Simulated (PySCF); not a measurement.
## Stretching BeGa

Set-up: PySCF, no relativity, basis sets Be pcseg-1, Ga pcseg-1. Energies in eV from Be + Ga in their ground configurations at the same level. State: ²Π (doublet), unpaired electrons π ↑.

All columns are r²SCAN. A positive dipole means Be(−)Ga(+).

```csv
R (Å),E (eV),μ (D),Mulliken charge on Be (basis-dependent),HOMO (eV),LUMO (eV),Mayer bond order,⟨S²⟩
2.074,-0.603,-0.44,0.14,-4.24,-3.61,1.45,1.00
2.171,-0.765,-0.41,0.15,-4.11,-3.49,1.42,0.96
2.267,-0.845,-0.37,0.14,-4.00,-3.39,1.38,0.93
2.340,-0.865,-0.34,0.14,-3.93,-3.32,1.35,0.90
2.412,-0.862,-0.30,0.13,-3.86,-3.25,1.32,0.87
2.484,-0.841,-0.27,0.12,-3.79,-3.19,1.28,0.84
2.581,-0.793,-0.22,0.11,-3.71,-3.15,1.22,0.80
2.701,-0.716,-0.18,0.09,-3.63,-3.14,1.12,0.76
2.846,-0.613,-0.15,0.07,-3.55,-3.10,0.98,0.75
3.039,-0.477,-0.13,0.05,-3.46,-3.06,0.80,0.76
```

A fit through these points gives, at Re = 2.363 Å, μ = -0.33 D and dμ/dR = 0.507 D/Å; the reduced mass is 7.97 u.

Question: How strong is the fundamental in the double-harmonic approximation, I = 42.26·(dμ/dR)²/μred km/mol?

Answer: I = 42.26·(0.507)²/7.97 = 1.36 km/mol at r²SCAN.

Spin–orbit coupling is left out. The state is the lowest determinant that a PBE0 search found; another state may lie lower at other levels.
